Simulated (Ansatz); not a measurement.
```yaml
atoms:
  - { symbol: P, position_ang: [0.0000, 0.0000, 0.0000] }
  - { symbol: N, position_ang: [0.0000, 0.0000, 1.4910] }
```

Basis set: cc-pVDZ (spherical functions). Correlated methods keep 6 orbitals frozen. Charge 0, multiplicity 1.

Computed with Ansatz (development build ahead of 0.2.0); the reference of a correlated method needn't be the lowest determinant of its kind. Restricted open shells among the atoms or ions are ROHF, correlated in semicanonical orbitals with singles.

Q: Give the atomization energy at this shape (free ground-state atoms in the same class of orbitals less the molecule, no zero-point energy) of singlet PN by RHF-CCSD(T), RHF-CCSD.

A:

```json
{"method": "RHF-CCSD(T)", "atomization energy": "4.95 eV"}
{"method": "RHF-CCSD", "atomization energy": "4.57 eV"}
```

Caution: in another basis set an unrestricted determinant lies well below.
